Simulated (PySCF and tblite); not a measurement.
# Conformer ensemble of C5H7NO2, numbered as in [N:1]#[C:2][CH:3]1[CH2:4][O:5][CH2:6][O:7][CH2:8]1

Search: ETKDG and KDG, MMFF94s, GFN2-xTB, 90 starts; geometries at PBE0-D3(BJ)/def2-SVP. Free energies are PBE0-D3(BJ)/def2-TZVP single points with GFN2-xTB rigid-rotor and vibrational terms (modes under about 100 cm⁻¹ blended into free rotors). Symmetry numbers and mirror images are counted. Conformers within 4 kcal/mol (GFN2-xTB free energy) were kept, 7 at most. GIAO shieldings: PBE0/pcSseg-1. Couplings: B3LYP/pcSseg-1 with pcJ-1 on H (gas phase; spin-dipole term only for pairs with B, N, F, Si or P). Couplings are for ¹H. Shifts are against TMS (¹H), TMS (¹³C), NH3 (¹⁵N) at the same level; of two unlike H on one atom, a is the less shielded. Codes: tblite and PySCF.

The 6-ring runs over atoms 3–4–5–6–7–8. Of a mirror pair one member is shown.

```tsv
conformer	shape	symmetry	E(GFN2) kcal/mol	E(DFT) kcal/mol	G(298.15 K) kcal/mol	weight %	dipole D
1	6-ring chair (all substituents equatorial)	Cs	0.00	0.00	0.00	93.8	2.67
2	6-ring chair (C2 axial)	Cs	1.71	1.64	1.61	6.2	5.17
3	6-ring twist-boat (ring torsions -70, 33, 36, -68, 29, 34°)	C1 (pair)	4.21	5.55	4.76	0.0	3.59
```

Weights (%) against temperature:

| T (K) | 1 | 2 | 3 | S(mix) cal/mol/K |
| --- | --- | --- | --- | --- |
| 180 | 98.8 | 1.2 | 0.0 | 0.12 |
| 230 | 97.1 | 2.9 | 0.0 | 0.26 |
| 298.15 | 93.8 | 6.2 | 0.0 | 0.47 |
| 330 | 92.2 | 7.8 | 0.1 | 0.56 |
| 400 | 88.6 | 11.2 | 0.3 | 0.74 |

Averaged shifts at 298.15 K. ¹H: 4.89 (H6a, 1H), 4.38 (H6b, 1H), 4.10 (H4a/H8a, 2H), 3.42 (H4b/H8b, 2H), 2.54 (H3, 1H) ppm. ¹³C: 122.0 (C2), 94.7 (C6), 69.0 (C4/C8), 26.7 (C3) ppm. ¹⁵N: 310.8 (N1) ppm.

Averaged couplings (Hz): ³J(H3,H4b) 11.1, ³J(H3,H4a) 5.1, ²J(H4b,H4a) -12.8, ⁴J(H4b,H6a) -0.9, ⁴J(H4b,H8a) -0.7, ⁴J(H4a,H6b) -0.8, ⁴J(H4a,H8a) 2.0, ²J(H6b,H6a) -8.2.

Coordinates of conformer 1 (Å):

```xyz
15

N    -2.856   -1.369    1.133
C    -2.032   -0.800    0.553
C    -0.975   -0.093   -0.154
C    -0.299    0.964    0.736
O     0.760    1.555    0.040
C     1.692    0.614   -0.387
O     1.143   -0.318   -1.262
C     0.113   -1.053   -0.666
H    -1.415    0.422   -1.024
H     0.059    0.479    1.667
H    -1.005    1.759    1.014
H     2.127    0.091    0.495
H     2.477    1.153   -0.931
H     0.495   -1.654    0.184
H    -0.289   -1.743   -1.420
```

Coordinates of conformer 2 (Å):

```xyz
15

N     2.751    0.109   -1.460
C     1.946   -0.048   -0.644
C     0.948   -0.257    0.402
C     0.204    1.047    0.734
O    -0.621    1.420   -0.331
C    -1.529    0.419   -0.660
O    -0.909   -0.765   -1.048
C    -0.105   -1.289   -0.031
H     1.473   -0.621    1.302
H     0.902    1.874    0.921
H    -0.393    0.877    1.654
H    -2.117    0.777   -1.515
H    -2.198    0.222    0.210
H     0.361   -2.207   -0.414
H    -0.716   -1.552    0.858
```

Unscaled ¹⁵N shifts at such levels can be off by tens of ppm; differences between conformers or isomers are more reliable. Shifts are unscaled: against experiment ¹³C can be off by 15 ppm or more and ¹H by 0.8 ppm.

Search and properties took 3 min on 1 thread of Arm Neoverse V2 (shared host) (rough), launched as `OMP_NUM_THREADS=1 python ens_run.py task.json out`.


¹⁵N shifts are against a computed isolated NH3 molecule, about 20 ppm from the liquid.